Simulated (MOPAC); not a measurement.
MOPAC input (PM6):

```
PM6 PRECISE GNORM=0.05 LET XYZ UHF MS=0.5 GEO-OK AUX(PRECISION=9) THREADS=1
CH9Si3

C     0.09003400 1    2.16761800 1   -0.43538800 1
Si    0.03111700 1    0.27738600 1   -0.52193500 1
Si    1.92296200 1   -0.74806500 1    0.37959600 1
Si   -1.99317600 1   -0.61846600 1    0.21499500 1
H     1.00726100 1    2.54983800 1   -0.88575800 1
H     0.05750900 1    2.50503200 1    0.60410700 1
H    -0.75898000 1    2.60829000 1   -0.95999600 1
H     2.11127600 1   -0.42713200 1    1.82030900 1
H     3.14075300 1   -0.30203300 1   -0.34317100 1
H     1.79871700 1   -2.21952800 1    0.24388600 1
H    -2.28000000 1   -0.28180900 1    1.63573800 1
H    -1.95537900 1   -2.09529100 1    0.08609600 1
H    -3.11399600 1   -0.09504100 1   -0.60606600 1
```

Output:

```
 *******************************************************************************
 **                                                                           **
 **                              MOPAC v23.2.5                                **
 **                                                                           **
 *******************************************************************************
 ** MOPAC's Digital Object Identifier: https://doi.org/10.5281/zenodo.6511958 **
 **                                                                           **
 ** Please cite the open-source release paper for use of this MOPAC version:  **
 ** J. E. Moussa and J. J. P. Stewart (2026)                                  **
 ** MOPAC: An open-source semiempirical molecular orbital program             **
 ** J. Open Source Softw., 11(119), 8025, https://doi.org/10.21105/joss.08025 **
 *******************************************************************************

                              PM6 CALCULATION RESULTS

 *******************************************************************************
 *  PM6        - The PM6 Hamiltonian to be used
 *  GEO-OK     - OVERRIDE INTERATOMIC DISTANCE AND OTHER SAFETY CHECKS
 *  UHF        - UNRESTRICTED HARTREE-FOCK CALCULATION
 *  MS=        - IN MECI, MAGNETIC COMPONENT OF SPIN =  0.5
 *  LET        - OVERRIDE SOME SAFETY CHECKS
 *  PRECISE    - TIGHTER CRITERIA TO BE USED
 *  XYZ        - CARTESIAN COORDINATE SYSTEM TO BE USED
 *  GNORM      - EXIT WHEN GRADIENT NORM DROPS BELOW 0.050
 *  AUX        - OUTPUT AUXILIARY INFORMATION
 *******************************************************************************
PM6 PRECISE GNORM=0.05 LET XYZ UHF MS=0.5 GEO-OK AUX(PRECISION=9) THREADS=1
 CH9Si3

   ATOM   CHEMICAL          X               Y               Z
  NUMBER   SYMBOL      (ANGSTROMS)     (ANGSTROMS)     (ANGSTROMS)

     1       C          0.09003400  *   2.16761800  *  -0.43538800  *
     2      Si          0.03111700  *   0.27738600  *  -0.52193500  *
     3      Si          1.92296200  *  -0.74806500  *   0.37959600  *
     4      Si         -1.99317600  *  -0.61846600  *   0.21499500  *
     5       H          1.00726100  *   2.54983800  *  -0.88575800  *
     6       H          0.05750900  *   2.50503200  *   0.60410700  *
     7       H         -0.75898000  *   2.60829000  *  -0.95999600  *
     8       H          2.11127600  *  -0.42713200  *   1.82030900  *
     9       H          3.14075300  *  -0.30203300  *  -0.34317100  *
    10       H          1.79871700  *  -2.21952800  *   0.24388600  *
    11       H         -2.28000000  *  -0.28180900  *   1.63573800  *
    12       H         -1.95537900  *  -2.09529100  *   0.08609600  *
    13       H         -3.11399600  *  -0.09504100  *  -0.60606600  *

          CARTESIAN COORDINATES

    NO.       ATOM           X           Y           Z

     1         C          0.0900      2.1676     -0.4354
     2        Si          0.0311      0.2774     -0.5219
     3        Si          1.9230     -0.7481      0.3796
     4        Si         -1.9932     -0.6185      0.2150
     5         H          1.0073      2.5498     -0.8858
     6         H          0.0575      2.5050      0.6041
     7         H         -0.7590      2.6083     -0.9600
     8         H          2.1113     -0.4271      1.8203
     9         H          3.1408     -0.3020     -0.3432
    10         H          1.7987     -2.2195      0.2439
[...]
                             CARTESIAN COORDINATES

   1    C        0.087678219     2.187666758    -0.363412005
   2   Si        0.012653123     0.339711247    -0.033713718
   3   Si        1.796841036    -0.747616036     0.248951747
   4   Si       -1.856798493    -0.626734647     0.095463159
   5    H        0.999988214     2.496232240    -0.897957404
   6    H        0.068095701     2.773646964     0.570679241
   7    H       -0.754326607     2.554683185    -0.971324584
   8    H        2.628522081    -0.278971782     1.413377441
   9    H        2.721119720    -0.730393043    -0.939641835
  10    H        1.438216625    -2.189238737     0.511213164
  11    H       -2.750769737    -0.099923302     1.186519484
  12    H       -1.617899209    -2.087995385     0.384080929
  13    H       -2.674328851    -0.552646141    -1.166853029

           Empirical Formula: C H9 Si3  =    13 atoms

      MOLECULAR POINT GROUP   :   Cs

          ALPHA EIGENVALUES
 -25.23260 -21.08858 -19.47553 -15.49963 -14.05872 -13.98847 -12.16700 -11.83557
 -11.60448 -11.32180 -10.49435  -8.53683  -7.03044  -0.94628  -0.47067  -0.10262
   0.00309   0.48592   0.75877   0.86397   1.22044   1.30369   1.39732   1.86518
   1.92579   2.11714   2.62340   2.81840   3.11170   3.19506   3.76018   3.78115
   4.27363   4.48520   4.52723   4.57150   4.57778   5.60409   5.62208   6.88009

           BETA EIGENVALUES
 -25.12011 -20.83733 -19.47325 -15.06908 -13.97969 -13.96013 -12.12325 -11.70411
 -11.48365 -11.30650 -10.43264  -8.42642  -1.96085  -0.83090  -0.18474  -0.02880
   0.31276   0.50035   0.89142   0.95560   1.23601   1.32254   1.42554   1.88343
   1.94722   2.16817   2.84448   3.01454   3.21545   3.23182   3.82031   3.86952
   4.32272   4.49694   4.55493   4.58584   4.60837   5.62057   5.62706   6.88630

              NET ATOMIC CHARGES AND DIPOLE CONTRIBUTIONS

  ATOM NO.   TYPE          CHARGE      No. of ELECS.   s-Pop       p-Pop       d-Pop
    1          C          -0.835873        4.8359     1.08641     3.74947
    2         Si           0.086148        3.9139     1.31874     2.31894     0.27616
    3         Si           0.075679        3.9243     1.22711     2.25769     0.43952
    4         Si           0.075723        3.9243     1.22710     2.25766     0.43951
    5          H           0.206190        0.7938     0.79381
    6          H           0.207569        0.7924     0.79243
    7          H           0.206188        0.7938     0.79381
    8          H          -0.005617        1.0056     1.00562
    9          H          -0.005796        1.0058     1.00580
   10          H           0.000600        0.9994     0.99940
   11          H          -0.005617        1.0056     1.00562
   12          H           0.000595        0.9994     0.99940
   13          H          -0.005791        1.0058     1.00579
 DIPOLE           X         Y         Z       TOTAL
 POINT-CHG.    -0.056    -1.341     0.279     1.371
 HYBRID         0.100     2.451    -0.456     2.496
 SUM            0.044     1.110    -0.177     1.125

          ATOMIC ORBITAL ELECTRON POPULATIONS

     Atom    s        px        py        pz      x^2-y^2     xz        z^2       yz        xy
    1  C   1.08641   1.21585   1.32173   1.21189
    2 Si   1.31874   0.82679   0.62343   0.86873   0.08613   0.00926   0.01898   0.06659   0.09520
    3 Si   1.22711   0.74655   0.74737   0.76376   0.08467   0.18412   0.07334   0.03355   0.06384
    4 Si   1.22710   0.74390   0.74946   0.76430   0.09385   0.17565   0.07732   0.03727   0.05542
    5  H   0.79381
    6  H   0.79243
    7  H   0.79381
    8  H   1.00562
    9  H   1.00580
   10  H   0.99940
   11  H   1.00562
   12  H   0.99940
   13  H   1.00579

                    (SZ)    =    0.500000
                    (S**2)  =    0.754359

          ATOMIC ORBITAL SPIN POPULATIONS

    Atom   Total    s     px     py     pz   x^2-y^2  xz     z^2    yz     xy
         Atomic
    1  C -0.0062 -0.003 -0.001 -0.012  0.009
    2 Si  0.9157  0.042  0.029  0.041  0.755  0.000 -0.000  0.005  0.043  0.000
    3 Si  0.0099 -0.006 -0.020 -0.009 -0.008 -0.000  0.051 -0.000  0.002  0.001
    4 Si  0.0099 -0.006 -0.022 -0.008 -0.007 -0.000  0.053 -0.001  0.001  0.001
    5  H  0.0022  0.002
    6  H  0.0079  0.008
    7  H  0.0022  0.002
    8  H  0.0161  0.016
    9  H  0.0149  0.015
   10  H -0.0018 -0.002
   11  H  0.0160  0.016
   12  H -0.0018 -0.002
   13  H  0.0149  0.015

 **********************
 *                    *
 * JOB ENDED NORMALLY *
 *                    *
 **********************

 == MOPAC DONE ==
```

The geometry given is a B3LYP-D3(BJ)/def2-TZVP minimum.
